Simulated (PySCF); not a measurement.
Species: C6H5F2NO.
Geometry (PBE0-D3(BJ)/def2-SVP, Å), atoms numbered from 1 in this order:
```xyz
15
C6H5F2NO angstrom
F      2.825    0.039    1.587
C      2.632    0.175    0.268
F      3.755   -0.186   -0.354
O      1.658   -0.702   -0.145
C      0.360   -0.308   -0.101
C     -0.595   -1.252   -0.497
C     -1.925   -0.861   -0.465
C     -2.251    0.433   -0.048
C     -1.213    1.279    0.321
N      0.070    0.912    0.299
H      2.376    1.220    0.045
H     -0.278   -2.246   -0.813
H     -2.708   -1.563   -0.763
H     -3.286    0.775   -0.009
H     -1.417    2.301    0.657
```

Level: PBE0/def2-SVPD in PySCF, non-relativistic, on one gas-phase PBE0-D3(BJ)/def2-SVP geometry that isn't relaxed in the solvent. The solvent is an IEF-PCM continuum (van der Waals radii × 1.2), and excitations are vertical TDDFT with non-equilibrium linear response and a frozen core. Only the electrostatic response of the medium enters.

```
run  E − E(gas) (kcal/mol)  HOMO (eV)  HOMO–LUMO gap (eV)  dipole (D)  lowest singlet (eV)  static polarisability (au)
gas                   0.00      -7.50                6.27        3.70                 5.25                        81.2
  P                  -5.15      -7.36                6.32        4.70                 5.28                       110.0
  Q                  -1.99      -7.42                6.29        4.09                 5.24                        91.1
```

Task: The runs were made in cyclohexane and water. Which run belongs to which solvent?

Result: P = water, Q = cyclohexane. The dielectric constants are 2.017 (cyclohexane), 78.36 (water), and the energy falls further as ε rises. The optical constants n² used for the excitations are 2.04, 1.78 in the same order. In this model the ground state sees the solvent through ε alone.

Task: How constant is the ratio of the lowering to (ε − 1)/(2ε + 1)?

Result: 
| solvent | (ε − 1)/(2ε + 1) | E − E(gas) (kcal/mol) | ratio (kcal/mol) | polarisation term (kcal/mol) |
| --- | --- | --- | --- | --- |
| cyclohexane | 0.202 | -1.99 | -9.8 | -2.11 |
| water | 0.490 | -5.15 | -10.5 | -6.00 |

The ratio changes by +6.6 % in size from cyclohexane to water. The polarisation term is half the interaction of the solute with the induced surface charges.
